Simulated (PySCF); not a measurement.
NMR data simulated for an unnamed compound:

$^{1}$H NMR (400 MHz, computed): δ 5.60 (m, 1H), 3.55 (m, 3H), 3.30 (m, 1H), 3.11 (m, 1H), 0.31 (d, 3H), -0.08 (br s, 2H).

$^{13}$C{$^{1}$H} NMR (computed): δ -0.6 (CH3).

- coordinates at the GFN2-xTB level
- σ from GIAO-PBE0/pcSseg-1
- run in PySCF
- equivalent nuclei averaged, non-relativistic, single conformer, isolated molecule

Chemical shifts δ = σref − σ; $^{1}$H, $^{13}$C against TMS, all at this level.

Q: Which of these does the molecule contain: an aldehyde, a Si–H bond, an OH group, a CH3CH2 unit, a Si–CH3 group, an NH or NH2 group?

A: 
- An aldehyde: no.
- A Si–H bond: yes (δH 5.60 (m)).
- An OH group: no.
- A CH3CH2 unit: no.
- A Si–CH3 group: yes (δC -0.6; δH 0.31 (d)).
- An NH or NH2 group: yes (δH -0.08 (br s)).

The data belong to SMILES C[Si@H](N)[SiH2][SiH3], CH11NSi3; they needn't prove each group on their own.

Carbon signals by region: 1 below 50 ppm.

OH and NH positions are those of a molecule without intermolecular hydrogen bonds; in solution they move with solvent, concentration and temperature, and exchange usually removes their couplings. Shifts are as computed. Against solution values, carbons near 30 ppm lie about +3 ppm off and those near 130 ppm about +5 ppm. Of 1309 compounds with measured shifts, 239 miss one by over three times the rms of a fit or turn the order of signals round; such compounds aren't used in these exercises. No couplings were computed; multiplicities are counted from neighbouring protons, with m where these are inequivalent, close in shift, in a saturated or five-membered ring or joined by F or P, and br s for small geminal =CH2 splittings.
